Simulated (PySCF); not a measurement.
A structure optimised at PBE-D3(BJ)/def2-SVP, used in a PySCF frequency run:

```xyz
14

C      2.0838    -0.1133     1.2141
C      1.8394     0.3084    -0.0435
Si     0.1783     0.9587    -0.5918
F      0.0028     0.5129    -2.1677
N     -1.0844     0.3193     0.4133
Si    -1.3805    -1.3578     0.8646
H      1.2968    -0.1068     1.9891
H      3.0744    -0.4843     1.5299
H      2.6658     0.2844    -0.7782
H      0.0567     2.4534    -0.5686
H     -1.8398     0.9776     0.6291
H     -1.1780    -1.5960     2.3401
H     -0.4216    -2.2198     0.0986
H     -2.7978    -1.7437     0.5337
```

Task: Write its SMILES and formula.

Result: C=C[Si@@H](F)N[SiH3], C2H8FNSi2

Task: What are its rotational constants (standard atomic weights)?

Result: 2.5572, 1.7472, 1.2153 GHz
